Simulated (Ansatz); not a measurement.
Basis-set extrapolation for `C[C@@H]1CCCC[C@H]1C` (PBE0-D4/def2-TZVP geometry, frozen core, the Gaussian-basis code of Ansatz). Multiplicity 1, RHF reference.

```
                      def2-TZVPP   def2-QZVPP
                 HF  -312.382501  -312.396806
    MP2 correlation    -1.398304    -1.483710
CCSD(T) correlation    -1.537979      not run
```

Energies in hartree. Use E(X) = E(∞) + A·exp(−7.88·√X) for Hartree–Fock and E(X) = E(∞) + B·X^(−2.97) for correlation, with X = 3 and 4, and add CCSD(T) minus MP2 of the smaller set to the MP2 limit.

Problem. What is the CCSD(T) energy at the basis-set limit?

Solution. HF limit: -312.396806 + (-0.014305) × 0.13774 = -312.39878. MP2 limit: -1.483710 + (-0.085406) × 0.74074 = -1.54697. Higher-order term: -1.537979 − (-1.398304) = -0.13967. Total: -314.08542 hartree, 4.49 eV below CCSD(T)/def2-TZVPP.
